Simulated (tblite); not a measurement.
Question: Write Cartesian coordinates for `[CH2]OCSSC=C` [radical] as optimised with GFN2-xTB. (Doublet state.)

Answer: 
```xyz
14
C4H7OS2 angstrom
C      2.2072    0.7558    0.0957
O      1.4904   -0.3203   -0.3063
C      1.3792   -1.3650    0.5675
S      0.2346   -0.9645    2.0138
S     -1.5887   -1.0900    1.1430
C     -1.7882    0.5280    0.4506
C     -2.8220    0.8586   -0.2995
H      2.2267    1.5645   -0.6036
H      2.9029    0.6648    0.9088
H      2.3200   -1.6276    1.0601
H      0.9457   -2.2149    0.0433
H     -0.9863    1.2053    0.6987
H     -3.6040    0.1552   -0.5273
H     -2.9182    1.8498   -0.7069
```

Any rigid rotation of these coordinates is as good. Atoms count from 1 in this order. C1 (carbon bonded to O and 2 H) is almost planar (angles 123.2°, 120.0° and 114.6°, sum 357.8°, 0.10 Å off the plane of its three neighbours). Of the pairs four or more bonds apart, H9···H10 is among the closest relative to their van der Waals radii: 2.37 Å, 99 % of the sum of Bondi's values. O2 (oxygen bonded to 2 C) is bent (angle 117.4°). The C–S distances run from 1.771 Å (S5–C6, drawn single) to 1.887 Å (C3–S4, drawn single), a spread of 0.116 Å.

Bonds between heavy atoms (Å): C1–O2 1.354, O2–C3 1.367, C3–S4 1.887, S4–S5 2.024, S5–C6 1.771, C6=C7 1.319.

The geometry is computed with GFN2-xTB (gas phase). This method treats the open shell by occupation alone, without spin polarisation.

Point group: C1 (no symmetry element, even within 0.4 Å). Its GFN2-xTB frequencies are all real (lowest 26 cm⁻¹). Torsions: H–C1–O2–C3 -177° and 19°, C1–O2–C3–S4 72°, O2–C3–S4–S5 75°, C3–S4–S5–C6 -85°, S4–S5–C6–C7 175°. 3 starts were optimised and ended at 0.00, 0.57 and 4.26 kcal/mol (GFN2-xTB); the lowest of these is shown.

One conformer stands for the species.
